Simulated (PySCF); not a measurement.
# Radial density of Tl⁺ (thallium, charge +1)

B97-3, [Xe] 4f14 5d10 6s1 6d1, high-spin 3D determinant (an excited configuration). Computed with PySCF 2.14 in aug-cc-pwCVTZ-DK3 with one added diffuse shell each of s, d, f type (12s10p9d6f1g, 138 functions), with the spin-free X2C one-electron Hamiltonian (Gaussian nucleus).

```tsv
r (bohr)	4πr²ρ (e/bohr)	4πr²(ρα − ρβ)
0.0161	103.9	0.0005
0.0271	107.7	0.0035
0.0456	151.4	0.0145
0.0766	124.4	-0.0035
0.129	140.6	0.0266
0.217	89.53	0.0037
0.365	95.06	0.0269
0.614	37.98	0.1112
1.03	20.69	-0.0283
1.74	5.805	0.5555
2.92	0.7161	0.3863
4.91	0.2283	0.2271
8.26	0.07331	0.0733
13.9	0.0003336	0.0003
```

Densities and radii are taken from the X2C orbitals without a picture-change correction, which distorts them close to the nucleus.

Spin-orbit coupling, absent here, splits the open shell strongly. The outer electron is Rydberg-like, and this basis confines it to a smaller radius and binds it less than a complete one would.

Task: Where is the radial spin density 4πr²(ρα − ρβ) most negative, and why is it negative at all?

Result: Around r = 1.03 bohr, down to -0.0283 e/bohr: exchange with the open shell polarises the paired shells in an unrestricted calculation.
